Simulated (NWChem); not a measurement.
**Basis-set convergence for H$_{2}$AlF**

SMILES: [F][AlH2]
```xyz
4

Al     0.0000     0.0000    -0.5654
H     -1.4088     0.0000    -1.2803
H      1.4088     0.0000    -1.2803
F      0.0000     0.0000     1.1012
```
Charge 0, spin multiplicity 1.

All runs are NWChem calculations. The geometry was optimised at PBE0/def2-SVP, a minimum by its harmonic frequencies.

Quantity: vertical ionisation energy at the level ΔPBE0 (Δ: difference of total energies, the cation a doublet at the parent's geometry with its hole in an orbital of symmetry b1 (C2v labels); it is the state that the SCF runs reached, from PBE0 orbitals for Hartree-Fock references, and need not be the lowest).

The Pople sets run with spherical d functions. The structure started from a generated list of species. The stability of the SCF solutions was not checked.

```tsv
basis	functions	vertical ionisation energy (eV)
STO-3G	16	(withheld)
3-21G	26	(withheld)
6-31G*	36	(withheld)
def2-SVP	42	11.41
6-311G**	56	11.42
6-311++G**	66	11.49
aug-pcseg-1	68	11.49
cc-pVTZ	92	11.43
aug-cc-pVTZ	142	11.44
def2-QZVP	187	11.44
```

Fill in the missing entries.


- STO-3G, vertical ionisation energy (eV): 7.90
- 3-21G, vertical ionisation energy (eV): 11.24
- 6-31G*, vertical ionisation energy (eV): 11.38
